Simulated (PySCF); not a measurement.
Compound: C₆H₁₇PSi₂.
Atom-mapped SMILES: `[CH3:1][C:2]([CH3:3])([CH3:4])[C@@H:5]1[CH2:6][SiH2:7][PH:8][SiH2:9]1` (hydrogens: H10, H11, H12 on C1; H13, H14, H15 on C3; H16, H17, H18 on C4; H19 on C5; H20, H21 on C6; H22, H23 on Si7; H24 on P8; H25, H26 on Si9)

Method: PySCF, PBE0-D3(BJ)/def2-SVP geometry optimisation, gas phase; density fitting, grid level 1; the optimiser is geomeTRIC in internal coordinates, started from a GFN2-xTB structure.

Step 0: E = -31514.6418 eV
```
atom  x, y, z in Å  |  force x, y, z in eV/Å
C1     -1.6021    0.8319   -0.8938    0.166  -0.378   0.372
C2     -1.2147   -0.2560    0.1087   -0.331  -0.025   0.112
C3     -2.0044   -1.5266   -0.2167    0.296   0.475   0.184
C4     -1.6190    0.2045    1.5160    0.194  -0.156  -0.526
C5      0.2965   -0.5745    0.0674    0.038   0.232  -0.207
C6      1.2019    0.6340    0.3395    0.389  -0.475  -0.094
Si7     3.0465    0.1272    0.2890   -1.027   0.120  -0.246
P8      3.1493   -1.4122   -1.3350    0.462  -1.033   0.452
Si9     0.9157   -1.4793   -1.5180    0.042   0.268   0.779
H10    -2.6828    0.9594   -0.9000   -0.436   0.086  -0.029
H11    -1.1569    1.7882   -0.6313    0.182   0.422   0.044
H12    -1.2876    0.5630   -1.8986    0.113  -0.047  -0.491
H13    -3.0683   -1.3605   -0.0594   -0.441   0.019   0.004
H14    -1.8553   -1.8206   -1.2522    0.010  -0.219  -0.505
H15    -1.6900   -2.3489    0.4220    0.103  -0.409   0.260
H16    -1.1523    1.1519    1.7740    0.189   0.388   0.156
H17    -1.3337   -0.5352    2.2613    0.104  -0.303   0.351
H18    -2.6973    0.3405    1.5688   -0.443   0.080   0.055
H19     0.4748   -1.2900    0.8831    0.059  -0.346   0.106
H20     1.0257    1.4043   -0.4139    0.087   0.325  -0.266
H21     0.9673    1.0787    1.3070   -0.062   0.221   0.379
H22     3.4404   -0.5218    1.5439    0.144  -0.173   0.498
H23     3.9058    1.2824    0.0218    0.424   0.399  -0.076
H24     3.3400   -0.5087   -2.3586    0.159   0.790  -0.838
H25     0.5210   -2.8904   -1.5359   -0.256  -0.485  -0.031
H26     0.4785   -0.8417   -2.7659   -0.167   0.227  -0.442
```

Step 1: E = -31514.7865 eV
```
atom  x, y, z in Å  |  force x, y, z in eV/Å
C1     -1.6087    0.8307   -0.8887   -0.032   0.059  -0.061
C2     -1.2291   -0.2607    0.1118    0.035   0.017  -0.033
C3     -2.0076   -1.5340   -0.2219   -0.048  -0.075  -0.034
C4     -1.6245    0.1908    1.5197   -0.017   0.019   0.087
C5      0.2960   -0.5612    0.0722    0.078  -0.078   0.058
C6      1.2107    0.6469    0.3234   -0.035   0.120  -0.016
Si7     3.0293    0.1237    0.2815    0.079   0.043   0.096
P8      3.2089   -1.4239   -1.3726    0.063   0.100  -0.130
Si9     0.9345   -1.4938   -1.4786   -0.155   0.024  -0.098
H10    -2.6997    0.9863   -0.8882    0.024   0.001   0.003
H11    -1.1405    1.7958   -0.6398   -0.009  -0.024  -0.006
H12    -1.3119    0.5645   -1.9161   -0.007   0.002   0.033
H13    -3.0890   -1.3754   -0.0797    0.027  -0.009  -0.008
H14    -1.8595   -1.8437   -1.2705    0.005   0.009   0.039
H15    -1.7025   -2.3746    0.4232   -0.009   0.021  -0.009
H16    -1.1317    1.1338    1.8032   -0.007  -0.023  -0.006
H17    -1.3583   -0.5704    2.2720   -0.011   0.016  -0.025
H18    -2.7123    0.3579    1.5829    0.026   0.003  -0.007
H19     0.4784   -1.2931    0.8881    0.019   0.014  -0.040
H20     1.0645    1.4198   -0.4532    0.017  -0.047   0.006
H21     0.9802    1.1319    1.2890    0.055  -0.016  -0.036
H22     3.4035   -0.5113    1.5869   -0.025  -0.031  -0.060
H23     3.9714    1.2628    0.0441   -0.053  -0.006  -0.004
H24     3.3542   -0.4389   -2.4144   -0.099  -0.135   0.203
H25     0.4635   -2.9127   -1.4959    0.057   0.020   0.020
H26     0.4792   -0.8516   -2.7551    0.025  -0.022   0.028
```

Q: Estimate the geometry and energy of step 2. (The exact step hangs on the optimiser's Hessian estimate; all steps are aligned on step 1, rigid shifts and turns removed.)

A: E = -31514.7931 eV, largest force 0.063 eV/Å
```
atom  x, y, z in Å  |  force x, y, z in eV/Å
C1     -1.6071    0.8324   -0.8907   -0.008   0.003  -0.004
C2     -1.2271   -0.2599    0.1116    0.007   0.009  -0.002
C3     -2.0044   -1.5362   -0.2237   -0.007  -0.005   0.002
C4     -1.6249    0.1919    1.5207   -0.006  -0.003   0.009
C5      0.2990   -0.5607    0.0732    0.015   0.009   0.030
C6      1.2143    0.6495    0.3217   -0.035   0.027  -0.021
Si7     3.0302    0.1229    0.2850    0.040   0.003   0.031
P8      3.2013   -1.4220   -1.3718    0.046  -0.010  -0.026
Si9     0.9271   -1.4937   -1.4797   -0.054   0.013  -0.029
H10    -2.6974    0.9882   -0.8906    0.002  -0.002   0.005
H11    -1.1391    1.7967   -0.6421    0.004  -0.003   0.002
H12    -1.3098    0.5651   -1.9167   -0.001  -0.003   0.002
H13    -3.0860   -1.3802   -0.0866    0.001   0.003  -0.004
H14    -1.8506   -1.8468   -1.2700    0.004  -0.001   0.002
H15    -1.7006   -2.3746    0.4236   -0.001   0.004   0.005
H16    -1.1311    1.1331    1.8057    0.007  -0.003  -0.004
H17    -1.3620   -0.5704    2.2717   -0.003  -0.002  -0.005
H18    -2.7118    0.3610    1.5810    0.001   0.005  -0.003
H19     0.4855   -1.2924    0.8869    0.005  -0.003  -0.012
H20     1.0709    1.4190   -0.4571    0.010  -0.019  -0.011
H21     0.9904    1.1367    1.2861    0.006   0.004   0.000
H22     3.4035   -0.5230    1.5823   -0.017  -0.022  -0.011
H23     3.9653    1.2652    0.0481   -0.011   0.006  -0.002
H24     3.3206   -0.4316   -2.3967   -0.033   0.003   0.027
H25     0.4701   -2.9150   -1.4929    0.017  -0.005   0.019
H26     0.4726   -0.8555   -2.7558    0.010  -0.009   0.000
```

The energy changes by -0.0066 eV. The first-order estimate −F·Δx gives -0.0105 eV and the mean of the old and new forces, exact on a quadratic surface, -0.0066 eV. The step makes an angle of 65° with the force vector and moves no atom by more than 0.039 Å.

The cost below is that of the whole optimisation. On Arm Neoverse V1, one thread, shared host with 32 logical CPUs at a one-minute load of 29, this took 6.7 min of wall time and 0.99 GiB of memory at its peak.
